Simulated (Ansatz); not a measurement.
F4Si, singlet, at a GFN2-xTB geometry. Base run: MP2/pcseg-1 in Ansatz (a quantum-chemistry and plane-wave program).

Ansatz was given this input:
Ansatz 0.2 input:
```yaml
crystal:
  periodic: [false, false, false]
  atoms:
    - {symbol: Si, position_ang: [0.00000000, -0.00000000, 0.00000000]}
    - {symbol: F, position_ang: [0.88552320, 0.90402113, 0.92229500]}
    - {symbol: F, position_ang: [-0.91389002, -0.91243756, 0.88560507]}
    - {symbol: F, position_ang: [-0.89400971, 0.90408216, -0.91401078]}
    - {symbol: F, position_ang: [0.92237653, -0.89566573, -0.89388928]}
basis:
  gaussian:
    orbitals: pcseg-1.json
magnetization: {spin_polarized: false}
correlation: {method: mp2}
```
The basis file holds pcseg-1 in the JSON format of the Basis Set Exchange.

The base run was repeated with changes; each row names its change, and settings that it needs were set with it.

```json
[
 {"change": "base", "ΔE vs base (mEh)": "0.000", "MP2 correlation (Eh)": "-0.82313", "basis functions": "74"},
 {"change": "electrons = outside_noble_gas", "ΔE vs base (mEh)": "0.000", "MP2 correlation (Eh)": "-0.82313", "basis functions": "74"},
 {"change": "reference functional = pbe0", "ΔE vs base (mEh)": "-18.830", "MP2 correlation (Eh)": "-", "basis functions": "74"},
 {"change": "method = bccd_t", "ΔE vs base (mEh)": "-10.623", "MP2 correlation (Eh)": "-0.82313", "basis functions": "74"},
 {"change": "fitting = cc-pVTZ-JKFIT (mean field), cc-pVTZ-RIFIT (correlation)", "ΔE vs base (mEh)": "0.314", "MP2 correlation (Eh)": "-0.82309", "basis functions": "74"},
 {"change": "accuracy = high", "ΔE vs base (mEh)": "-0.023", "MP2 correlation (Eh)": "-0.82315", "basis functions": "74"},
 {"change": "method = ccsd_t", "ΔE vs base (mEh)": "-10.180", "MP2 correlation (Eh)": "-0.82313", "basis functions": "74"},
 {"change": "method = rpa", "ΔE vs base (mEh)": "-42.345", "MP2 correlation (Eh)": "-", "basis functions": "74"},
 {"change": "electrons = all", "ΔE vs base (mEh)": "-17.759", "MP2 correlation (Eh)": "-0.84089", "basis functions": "74"},
 {"change": "method = ccsd", "ΔE vs base (mEh)": "1.156", "MP2 correlation (Eh)": "-0.82313", "basis functions": "74"}
]
```
